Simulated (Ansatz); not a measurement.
Geometry optimisation, Ansatz 0.2.0, RKS PBE-D4/def2-SVP.

Input file:

```yaml
crystal:
  periodic: [false, false, false]
  atoms:
    - { symbol: Si, position_ang: [-0.021745, 0.199746, 0.264316] }
    - { symbol: Br, position_ang: [-1.07244, 0.966868, -1.61515] }
    - { symbol: O, position_ang: [0.617314, -1.257402, -0.189291] }
    - { symbol: H, position_ang: [0.382357, -1.394134, -1.125507] }
    - { symbol: Cl, position_ang: [1.444674, 1.503826, 0.855548] }
    - { symbol: Cl, position_ang: [-1.35016, -0.018804, 1.810083] }
basis:
  gaussian: { orbitals: def2-SVP }
hamiltonian:
  xc: pbe
  dispersion: d4
relax:
  f_tol: 0.03
  max_steps: 50
```

Command:

```bash
$ ansatz run input.yaml --threads 2 --pin off --max-ram 3072MiB --backend cpu --events-out ev --progress --plain --runs-dir out
```

Q: Where does it end, and by what steps?

A: The forces met the threshold. The force dipped under the threshold on the way, but the program's further checks kept it going. After 14 steps the energy has fallen by 0.063 eV; H4 moved furthest, 0.49 Å.

| step | energy less start (eV) | largest force component (eV/Å) | accepted |
| --- | --- | --- | --- |
| 0 | 0.0000 | 0.591 | yes |
| 1 | -0.0354 | 0.301 | yes |
| 2 | -0.0424 | 0.235 | yes |
| 3 | -0.0472 | 0.163 | yes |
| 4 | -0.0485 | 0.602 | yes |
| 5 | 0.0494 | 2.555 | no |
| 6 | -0.0559 | 0.079 | yes |
| 7 | -0.0355 | 1.356 | no |
| 8 | -0.0577 | 0.112 | yes |
| 9 | -0.0582 | 0.307 | yes |
| 10 | -0.0616 | 0.081 | yes |
| 11 | -0.0622 | 0.068 | yes |
| 12 | -0.0629 | 0.007 | yes |
| 13 | -0.0618 | 0.257 | no |
| 14 | -0.0629 | 0.017 | yes |

```xyz
6
Properties=species:S:1:pos:R:3
Si -0.127 0.198 0.196
Br -1.205 1.161 -1.494
O 0.352 -1.338 -0.191
H 0.864 -1.426 -1.017
Cl 1.481 1.393 0.689
Cl -1.365 0.013 1.817
```

Whether the end is a true minimum wasn't checked by a vibrational analysis.

Time of the run: 50 s on 2 threads of Arm Neoverse N1, with other jobs on the host, peak memory 0.17 GiB.
